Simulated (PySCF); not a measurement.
Structure with atom numbers: `[CH3:1][CH2:2][P:3]([CH2:4][CH3:5])[CH2:6][C:7]([F:8])([F:9])[F:10]` (H(Xn): hydrogen on atom n).

Calculated, not measured (PySCF): coordinates at the GFN2-xTB level, σ from GIAO-PBE0/pcSseg-1. Averaged over atoms made equivalent by symmetry, fast rotation or ring inversion, no solvent, single conformer, non-relativistic Hamiltonian.

Shifts are taken against calculated references (same method and geometry level): TMS for 13C (186.93 ppm), 1H (31.72 ppm); 31P (318.38 ppm) against H3PO4; 19F (170.95 ppm) vs CFCl3.

| atoms | nucleus | count | δ (ppm) |
| --- | --- | --- | --- |
| P3 | 31P | 1 | ? |
| C7 | 13C | 1 | ? |
| C1/C5 | 13C | 2 | 12.6 |
| C6 | 13C | 1 | 39.4 |
| H(C1)/H(C5) | 1H | 6 | 1.19 |
| C2/C4 | 13C | 2 | ? |
| H(C2)/H(C4) | 1H | 4 | 1.49 |
| H(C6) | 1H | 2 | 2.02 |
| F8/F9/F10 | 19F | 3 | -75.7 |

Complete the table.

Answers


- C7: 136.4 ppm, CF3 carbon; 3 electronegative neighbours deshield it
- C2/C4: 28.2 ppm, sp3 CH2 bonded to P
- P3: -45.8 ppm, phosphorus bonded to 3 C

Shifts are as computed. Against solution values, carbons near 30 ppm lie about +3 ppm off and those near 130 ppm about +5 ppm. Of 1211 compounds with measured shifts, 218 miss one by over three times the rms of a fit or turn the order of signals round; such compounds aren't used in these exercises. Unscaled 19F shifts against computed CFCl3 carry errors that often reach 10 to 50 ppm. Experimental scales use liquid or dissolved standards, which lie at an offset from isolated H3PO4.
